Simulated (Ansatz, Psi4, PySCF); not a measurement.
tungsten atom (W), quintet (typed; the unrestricted solution is spin-contaminated) (core potentials on W). Base run: PySCF with CAMB3LYP/def2-SVPD.

The PySCF input:
```python
from pyscf import gto, scf, dft

mol = gto.Mole()
mol.atom = '''
    W     0.000000    0.000000    0.000000
'''
mol.basis = 'def2-svpd'
mol.ecp = {'W': 'def2-svpd'}
mol.charge = 0
mol.spin = 4
mol.verbose = 3
mol.build()

mf = dft.UKS(mol)
mf.xc = 'camb3lyp'
mf.kernel()
```

The same geometry, method and basis name were run in Ansatz (a first-principles code) and Psi4 and PySCF, at each program's defaults and at the settings that a row names. The base is PySCF at its defaults. Differences at the defaults can come from grids, fitting, cores and function types together. The rows with settings made alike still differ; the cause (another SCF solution, basis table, core potential or functional code) wasn't traced.

```
code and settings                                                                             ΔE vs base (mEh)  basis functions     E (Eh)  SCF cycles               outcome
--------------------------------------------------------------------------------------------  ----------------  ---------------  ---------  ----------  --------------------
PySCF, defaults (exact integrals, its default grid, spherical functions)                                 0.000               35  -66.81936          16             converged
Psi4, defaults (density fitting with its default set, its default grid, spherical functions)           -43.183               35  -66.86254          21  another SCF solution
Ansatz, defaults (factorised integrals, its default grid, spherical functions)                         -43.178               35  -66.86254           -  another SCF solution
PySCF, density fitting with def2-universal-jkfit                                                        -0.004               35  -66.81936          15             converged
PySCF, fine grid                                                                                         0.000               35  -66.81936          19             converged
Psi4, exact integrals, spherical functions, fine grid                                                  -43.183               35  -66.86254          24  another SCF solution
Ansatz, high accuracy                                                                                  -43.183               35  -66.86254           -  another SCF solution
```

A guess, shift, damping, solver or small numerical setting can't move a converged solution much, so rows marked as another SCF solution ended in a different state.

Open shells are given as the SCF converged; they aren't shown to be the lowest states, and a large step between rows can be another state.
